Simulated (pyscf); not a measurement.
## H₃Si–SiH=SiH–SiH₃, singlet

Gas-phase minimum from PySCF at ωB97X-D3(BJ)/def2-SVP, one conformer. H₃Si–SiH=SiH–SiH₃ lies 29.7 kcal/mol over its isomer cyclic H₈Si₄ (SMILES [SiH2]1[SiH2][SiH2][SiH2]1), and others may lie lower still (electronic energy, ωB97M-D3(BJ)). 

SMILES: [SiH3][SiH]=[SiH][SiH3]
```xyz
12

Si     2.1385     0.6020    -0.2823
Si     0.0504     0.7412     0.7012
Si    -1.6277    -0.2440    -0.1455
Si    -3.7160    -0.1042     0.8374
H      3.1299    -0.0187     0.6444
H      2.6398     1.9517    -0.6744
H      1.9958    -0.2479    -1.4990
H     -0.1255     1.5328     1.9480
H     -1.4517    -1.0353    -1.3925
H     -4.2179    -1.4538     1.2293
H     -4.7069     0.5168    -0.0895
H     -3.5734     0.7455     2.0542
```

Bonded distances (Å): Si1–Si2 2.312, Si1–H5 1.492, Si1–H6 1.492, Si1–H7 1.491, Si2–Si3 2.122, Si2–H8 1.487, Si3–Si4 2.312, Si3–H9 1.487, Si4–H10 1.492, Si4–H11 1.492, Si4–H12 1.491. Angles (°): Si2–Si1–H5 111.2, Si2–Si1–H6 111.1, Si2–Si1–H7 107.2, H5–Si1–H6 108.4, H5–Si1–H7 109.5, H6–Si1–H7 109.5, Si1–Si2–Si3 121.1, Si1–Si2–H8 119.7, Si3–Si2–H8 119.2, Si2–Si3–Si4 121.1, Si2–Si3–H9 119.2, Si4–Si3–H9 119.7, Si3–Si4–H10 111.1, Si3–Si4–H11 111.1 (the first ones only).

Properties at ωB97X-D3(BJ)/def2-SVP:

```yaml
harmonic_wavenumbers_unscaled: 60, 69, 83, 94, 131, 200, 410, 470, 477, 512, 549, 554, 572, 650, 666, 792, 882, 906, 944, 945, 959, 960, 2244, 2246, 2250, 2250, 2259, 2260, 2271, 2273 cm⁻¹
zero_point_energy: 42.8 kcal/mol
rotational_symmetry_number: 2
Entropy of this conformer at 298 K and 1 atm, rigid rotor and harmonic oscillator, modes under 100 cm⁻¹ raised to 100: 386.2 J/(mol K)
dipole_moment: 0.00 D
```

Single-point totals, which compare only within one level:

| level | total energy (hartree) |
|---|---|
| ωB97X-D3(BJ)/def2-TZVP | -1162.87359 |
| PBE/def2-TZVP | -1162.14497 |
| r²SCAN/def2-TZVP | -1162.64562 |
| B3LYP-D3(BJ)/def2-TZVP | -1162.86958 |
| PBE0-D3(BJ)/def2-TZVP | -1162.27430 |
| M06-2X/def2-TZVP | -1162.64885 |
| ωB97M-D3(BJ)/def2-TZVP | -1162.91262 |

Soft torsions are taken as harmonic, which can shift the entropy by several J/(mol K).
